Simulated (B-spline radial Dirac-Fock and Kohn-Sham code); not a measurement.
# Atomic SCF run for W³⁺

ΔSCF core binding energies without Breit or QED terms, calculated with a B-spline atomic structure program. Keys: rel is the Hamiltonian (dirac, or spin-free x2c and nr, where L3 and M5 stand for the whole 2p and 3d shells), method is hf or an exchange,correlation pair (spin-unpolarised, also for the hole states), nuc the nuclear model, radius_factor scales its radius, rmax is the box in bohr, h the logarithmic mesh step, order the B-spline order, points the quadrature points per cell, c_factor scales the speed of light, and damp, ndamp, maxit and tol steer the iteration. The run stops when the commutator error falls below 10·tol·max(1, Z/10), or the numerical noise floor, and the energy has settled to about 1e-8 Ha; the virial ratio is −V/T.

Input (task.json):

```json
{"items": [{"Z": 74, "q": 3, "cfg": [[1, 0, 2], [2, 0, 2], [2, 1, 6], [3, 0, 2], [3, 1, 6], [3, 2, 10], [4, 0, 2], [4, 1, 6], [4, 2, 10], [4, 3, 14], [5, 0, 2], [5, 1, 6], [5, 2, 3]], "A": 184, "rrms": 5.3658, "do": "settings", "holes": ["K", "L3", "M5"],
  "settings": [{"rel": "dirac", "method": "hf", "nuc": "fermi", "radius_factor": 1.0, "rmax": 45.0, "h": 0.3, "order": 4, "points": 10, "c_factor": 1.0, "maxit": 87, "damp": 0.5, "ndamp": 3, "tol": 1e-08}]}]}
```

Command: `python xray2_run.py task.json out`

Ground-state iterations:

```
iter   energy (Ha)        error
   1   -16153.41086631  2.16e+00
   2   -16154.37038236  4.56e-02
   3   -16154.38455372  2.13e-02
   4   -16154.38678864  9.84e-03
   5   -16154.38728755  1.24e-03
   6   -16154.38730535  3.00e-04
   7   -16154.38730609  4.92e-05
   8   -16154.38730610  2.10e-05
   9   -16154.38730610  8.40e-06
  10   -16154.38730610  1.67e-07
```

The ground state converged in 10 iterations, with total energy -16154.38731 Ha, virial ratio 1.88821 and highest orbital energy -36.29 eV. ΔSCF binding energies: K (1s) 69909.3 eV, L3 (2p3/2) 10272.6 eV, M5 (3d5/2) 1850.3 eV.

Question: One setting is unsound. Which, and why?

Answer: order is too low for an accurate radial basis. With the default settings (Dirac Hartree-Fock): The ground state converged in 10 iterations, with total energy -16154.48251 Ha, virial ratio 1.88821 and highest orbital energy -36.28 eV. ΔSCF binding energies: K (1s) 69909.3 eV, L3 (2p3/2) 10272.5 eV, M5 (3d5/2) 1850.2 eV.
